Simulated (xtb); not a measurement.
Input for xtb: GFN1-xTB on AlIn, 2S+1 = 3, a spin state set in the input, which need not be the lowest, a point of a bond scan (R = 2.896 Å).

```
$ xtb mol.xyz --gfn 1 --sp --chrg 0 --uhf 2
2

Al     0.00000000     0.00000000     0.00000000
In     0.00000000     0.00000000     2.89568900
```

The log:

```
[...]
           -------------------------------------------------
          |                Calculation Setup                |
           -------------------------------------------------



           -------------------------------------------------
          |                 G F N 1 - x T B                 |
           -------------------------------------------------

        Reference                      10.1021/acs.jctc.7b00118
      * Hamiltonian:
        H0-scaling (s, p, d)           1.850000    2.250000    2.000000
        zeta-weighting                 0.000000
      * Dispersion:
        s8                             2.400000
        a1                             0.630000
        a2                             5.000000
        s9                             0.000000
      * Repulsion:
        kExp                           1.500000
        rExp                           1.000000
      * Coulomb:
        alpha                          2.000000
        third order                    atomic
        anisotropic                    false
      * Halogen bond correction:
        rad-scale                      1.300000
        damping                        0.440000


          ...................................................
          :                      SETUP                      :
          :.................................................:
          :  # basis functions                  20          :
          :  # atomic orbitals                  18          :
          :  # shells                            6          :
          :  # electrons                         6          :
          :  # halogen bonds                     0          :
          :  max. iterations                   250          :
          :  Hamiltonian                  GFN1-xTB          :
          :  restarted?                      false          :
          :  GBSA solvation                  false          :
          :  PC potential                    false          :
          :  electronic temp.          300.0000000     K    :
          :  accuracy                    1.0000000          :
          :  -> integral cutoff          0.2500000E+02      :
          :  -> integral neglect         0.1000000E-07      :
          :  -> SCF convergence          0.1000000E-05 Eh   :
          :  -> wf. convergence          0.2000000E-04 e    :
          :  Broyden damping             0.4000000          :
          :  net charge                          0          :
          :  unpaired electrons                  2          :
          ...................................................

 iter      E             dE          RMSdq      gap      omega  full diag
   1     -2.6346825 -0.263468E+01  0.557E+00    0.15       0.0  T
   2     -2.6346825 -0.638658E-07  0.333E+00    0.15       1.0  T
   3     -2.6346826 -0.356334E-07  0.466E-03    0.15      15.2  T
   4     -2.6346826 -0.582423E-11  0.278E-03    0.15      25.4  T
   5     -2.6346826 -0.216716E-12  0.254E-05    0.15    2779.8  T
   6     -2.6346826 -0.329958E-12  0.791E-08    0.15  100000.0  T

   *** convergence criteria satisfied after 6 iterations ***

         #    Occupation            Energy/Eh            Energy/eV
      -------------------------------------------------------------
         1        2.0000           -0.6389041             -17.3855
         2        2.0000           -0.4731823             -12.8759
         3        0.9615           -0.2069492              -5.6314
         4        0.9615           -0.2069492              -5.6314 (HOMO)
         5        0.0770           -0.2015314              -5.4839 (LUMO)
         6                         -0.1689781              -4.5981
         7                         -0.1689781              -4.5981
         8                         -0.1665922              -4.5332
         9                         -0.1665922              -4.5332
       ...                                ...                  ...
        18                          0.6828841              18.5822
      -------------------------------------------------------------
                  HL-Gap            0.0054178 Eh            0.1474 eV
             Fermi-level           -0.2719787 Eh           -7.4009 eV

 transition dipole moment (au) for excitation:           3           4
     X       Y       Z
  -0.0000   0.0000  -0.0000  total (au/Debye):    0.000   0.000
 dE (eV)             :    0.000
 oscillator strength :  0.77971E-46

 SCC (total)                   0 d,  0 h,  0 min,  0.007 sec
 SCC setup                      ...        0 min,  0.000 sec (  2.205%)
 Dispersion                     ...        0 min,  0.000 sec (  0.796%)
 classical contributions        ...        0 min,  0.000 sec (  0.519%)
 integral evaluation            ...        0 min,  0.001 sec ( 19.327%)
 iterations                     ...        0 min,  0.002 sec ( 24.916%)
 molecular gradient             ...        0 min,  0.001 sec ( 19.725%)
 printout                       ...        0 min,  0.002 sec ( 32.160%)

         :::::::::::::::::::::::::::::::::::::::::::::::::::::
         ::                     SUMMARY                     ::
         :::::::::::::::::::::::::::::::::::::::::::::::::::::
         :: total energy              -2.633985115825 Eh    ::
         :: gradient norm              0.031716672803 Eh/a0 ::
         :: HOMO-LUMO gap              0.147425614439 eV    ::
         ::.................................................::
         :: SCC energy                -2.634682570153 Eh    ::
         :: -> electrostatic           0.000101039399 Eh    ::
         :: repulsion energy           0.001284253929 Eh    ::
         :: dispersion energy         -0.000586799601 Eh    ::
         :: halogen bond corr.         0.000000000000 Eh    ::
         :: add. restraining           0.000000000000 Eh    ::
         :: total charge               0.000000000000 e     ::
         :::::::::::::::::::::::::::::::::::::::::::::::::::::

           -------------------------------------------------
          |                Property Printout                |
           -------------------------------------------------

    * Orbital Energies and Occupations

         #    Occupation            Energy/Eh            Energy/eV
      -------------------------------------------------------------
         1        2.0000           -0.6389041             -17.3855
         2        2.0000           -0.4731823             -12.8759
         3        0.9615           -0.2069492              -5.6314
         4        0.9615           -0.2069492              -5.6314 (HOMO)
         5        0.0770           -0.2015314              -5.4839 (LUMO)
         6                         -0.1689781              -4.5981
         7                         -0.1689781              -4.5981
         8                         -0.1665922              -4.5332
         9                         -0.1665922              -4.5332
        10                         -0.0232776              -0.6334
        11                          0.0070142               0.1909
        12                          0.0070142               0.1909
        13                          0.0679790               1.8498
        14                          0.1105134               3.0072
        15                          0.1105134               3.0072
       ...                                ...                  ...
        18                          0.6828841              18.5822
      -------------------------------------------------------------
                  HL-Gap            0.0054178 Eh            0.1474 eV
             Fermi-level           -0.2719787 Eh           -7.4009 eV

  Mulliken/CM5 charges         n(s)   n(p)   n(d)
     1Al   -0.02982 -0.05019   1.884  0.960  0.186
Note: The following floating-point exceptions are signalling: IEEE_DENORMAL
normal termination of xtb
     2In    0.02982  0.05019   1.802  0.571  0.597

Wiberg/Mayer (AO) data.
largest (>0.10) Wiberg bond orders for each atom

 ---------------------------------------------------------------------------
     #   Z sym  total        # sym  WBO       # sym  WBO       # sym  WBO
 ---------------------------------------------------------------------------
     1  13 Al   1.483 --     2 In   1.483
     2  49 In   1.483 --     1 Al   1.483
 ---------------------------------------------------------------------------

Topologies differ in total number of bonds
Writing topology from bond orders to xtbtopo.mol

 dipole moment from electron density (au)
     X       Y       Z
  -0.0000   0.0000   0.6291  total (Debye):    1.599


           -------------------------------------------------
          | TOTAL ENERGY               -2.633985115825 Eh   |
          | GRADIENT NORM               0.031716672803 Eh/α |
          | HOMO-LUMO GAP               0.147425614439 eV   |
           -------------------------------------------------

------------------------------------------------------------------------
------------------------------------------------------------------------
 total:
 SCF:
```

The run finished.

Cost: around 0.06 core-seconds (rough).
